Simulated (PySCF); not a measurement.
Ga(H)(Me)2 (C2H7Ga), SMILES [CH3][GaH][CH3]. Heavy atoms are numbered as in [GaH:1]([CH3:3])[CH3:7]. Hydrogens are named by the atom that carries them.

Coordinates come from a PBE0-D3(BJ)/def2-SVP optimisation. The structure was generated by enumeration; whether it is a known compound was not checked.

These are B3LYP/pcSseg-1 (PySCF) values and carry that method's errors.

GIAO shieldings, no solvent; atoms alike by connectivity are averaged. δ = σ(ref) − σ: ¹H against TMS (σ = 31.68 ppm); ¹³C against TMS (σ = 181.3 ppm), references at their B3LYP-D3(BJ)/def2-TZVP geometries, non-relativistic.

Estimate the chemical shifts. (The exact figures need the calculation; the answer reports its results.)


```json
[
 {"nucleus": "¹H", "atoms": "H on Ga1", "count": "1", "δ (ppm)": "6.66"},
 {"nucleus": "¹H", "atoms": "H on C3", "count": "6", "δ (ppm)": "0.64"},
 {"nucleus": "¹³C", "atoms": "C3 (CH3)", "count": "2", "δ (ppm)": "5.0"}
]
```
